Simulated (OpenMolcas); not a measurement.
## 4f³ along the 57-electron sequence

```json
{
 "Program": "OpenMolcas 26.06",
 "Method": "RASSCF",
 "Basis": "ANO-RCC-VTZP",
 "Scalar Hamiltonian": "DKH2, point nucleus",
 "Spin-orbit coupling": "state interaction with AMFI integrals over the reference wave functions, term energies averaged over their components"
}
```

Active space for each ion: 3 electrons in 12 orbitals (RAS2 4f; RAS3 5d, at most 1 electron).

Computed levels in cm-1 above ⁴I°_9/2:

```
                                Level   Pr2+   Nd3+   Pm4+
                             ⁴I°_11/2   1465   1983   2559
                             ⁴I°_13/2   3073   4132   5301
                             ⁴I°_15/2   4788   6401   8163
                              ⁴F°_3/2  13539  15815  17750
                              ⁴F°_5/2  14319  16891  19166
                              ⁴S°_3/2  15012  17825  20318
                              ⁴F°_7/2  15104  17905  20431
                              ⁴F°_9/2  15929  19064  21938
weight of ⁴I° in the lowest level (%)     98     98     97
```

Measured, with the error of the calculation in %. Measured levels: Pr2+ from Martin, Zalubas and Hagan, Atomic Energy Levels: The Rare-Earth Elements, NSRDS-NBS 60 (1978); the list in Maison, Palmeri and Quinet, J. Phys. B 58, 015001 (2025); Nd3+ from the list in Arab et al., J. Quant. Spectrosc. Radiat. Transfer 229, 145 (2019) and Gaigalas et al. (2019), from Wyart et al. (2007).

```tsv
Level	Pr2+	Nd3+
⁴I°_11/2	1398 (+4.8)	1897 (+4.5)
⁴I°_13/2	2893 (+6.2)	3907 (+5.8)
⁴I°_15/2	4454 (+7.5)	5989 (+6.9)
⁴F°_3/2	9371 (+44.5)	11698 (+35.2)
⁴F°_5/2	10138 (+41.2)	12748 (+32.5)
⁴S°_3/2	10950 (+37.1)	13792 (+29.2)
⁴F°_7/2	10859 (+39.1)	13720 (+30.5)
⁴F°_9/2	11762 (+35.4)	14995 (+27.1)
```

The fine-structure level ⁴I°_15/2 changes by a factor of 1.7 from Pr2+ to Pm4+. Its fourth root runs 8.32, 8.94, 9.51, with steps per unit of Z of 0.63, 0.56; equal steps would mean a (Z - σ)^4 law with constant σ.

⁴F°_3/2 changes by a factor of 1.31 over the same range, with steps per unit of Z of +2280, +1940 cm-1.

High states are left out of the spin-orbit mixing, which shifts the levels that they would mix with. Without dynamic correlation excited terms often stand tens of per cent too high (terms of higher spin than the ground term too low), and those without a measured partner can miss by more than the paired ones. Measured partners are found by configuration, term and J. A level has none where our copy of the source lacks it or the pairing is in doubt (some pairs that miss far off the trend of their configuration count as doubtful), and it then counts in no deviation. Only configurations of the active space appear.

° marks odd parity.
